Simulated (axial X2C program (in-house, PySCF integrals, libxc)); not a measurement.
# Nuclear properties of HfSi⁺

Calculated with an axial X2C code built on PySCF integrals: two-component X2C with atomic mean-field Coulomb and Gaunt terms, Gaussian nuclei, basis Hf dyall-cv3z, Si dyall-v3z with contracted cores.

R = 2.503 Å (near the PBE0 minimum at charge 1 of the determinant lowest at the starting distance; the state shown can have its own minimum elsewhere).

Determinant lowest in the PBE0 search, Ω = 3/2 (⟨Sz⟩ = 1.46, ⟨Lz⟩ = 0.04 at PBE0), spin on the atoms Hf 0.93, Si 0.52:

```json
{"level": "PBE0", "Eeff magnitude (GV/cm)": "4.28", "Ws magnitude Hf (kHz)": "0.591", "A∥/gI Hf (MHz)": "951", "qzz Hf (a.u.)": "-5.05", "A∥/gI Si (MHz)": "-49.3", "qzz Si (a.u.)": "-1.27"}
{"level": "HF", "Eeff magnitude (GV/cm)": "81.8", "Ws magnitude Hf (kHz)": "53.5", "A∥/gI Hf (MHz)": "-822", "qzz Hf (a.u.)": "-5.96", "A∥/gI Si (MHz)": "-55.2", "qzz Si (a.u.)": "-0.57"}
{"level": "TPSSh", "Eeff magnitude (GV/cm)": "8.39", "Ws magnitude Hf (kHz)": "3.35", "A∥/gI Hf (MHz)": "1440", "qzz Hf (a.u.)": "-5.39", "A∥/gI Si (MHz)": "-33.2", "qzz Si (a.u.)": "-1.38"}
{"level": "PBE50", "Eeff magnitude (GV/cm)": "0.751", "Ws magnitude Hf (kHz)": "2.77", "A∥/gI Hf (MHz)": "878", "qzz Hf (a.u.)": "-4.66", "A∥/gI Si (MHz)": "-51.3", "qzz Si (a.u.)": "-1.31"}
{"level": "r2SCAN", "Eeff magnitude (GV/cm)": "3.7", "Ws magnitude Hf (kHz)": "0.429", "A∥/gI Hf (MHz)": "1710", "qzz Hf (a.u.)": "-5.38", "A∥/gI Si (MHz)": "-38.5", "qzz Si (a.u.)": "-1.34"}
```

Eeff is the effective electric field on the electron electric dipole moment in this Ω state and Ws the scalar–pseudoscalar constant of the nucleus named (defined with the proton number Z and per Ω); A∥ (defined per Ω) follows by multiplying with gI = μI/(I μN); qzz is the electric field gradient, eQq0 = 234.96 MHz × Q/barn × qzz. The operators were transformed with the bare-nucleus X2C matrices; with these basis sets, hyperfine constants and field gradients can be off by tens of per cent, and where levels differ in sign neither size nor sign is settled.

With Q(177Hf) = 3.365 barn, gI(29Si) = -1.1106 (g factors from the IAEA table of nuclear moments by Stone; Q from Pyykkö, Mol. Phys. 2018), turn the PBE0 values of the first state into constants in MHz.

eQq0(177Hf) = 234.96 × (3.365) × (-5.05) = -3990 MHz; A∥(29Si) = -49.3 × -1.1106 = 54.8 MHz.

Each state is one determinant with collinear spin, which with several unpaired electrons need not be a pure state. Unrestricted Hartree–Fock can overshoot spin polarisation at the nuclei. In the state Ω = 3/2 the sign of Eeff differs between levels (HF, PBE50 against PBE0). This is the top spin component of a Σ state; components of lower Ω are not single determinants and can lie lower. With several open shells hyperfine constants can be off by a factor of several. Where Eeff spreads by more than a factor of two the levels disagree and none is to be relied on. At HF, r2SCAN a later determinant lies lower. States lie within half an eV, so the first need not be the ground state. The sign of Ws at Hf differs between levels in the first state. Further determinants of the search, some of them spin-mixed, are not shown. Where a field gradient or hyperfine factor spreads by more than a factor of two over the levels, a constant derived from it is not to be relied on.
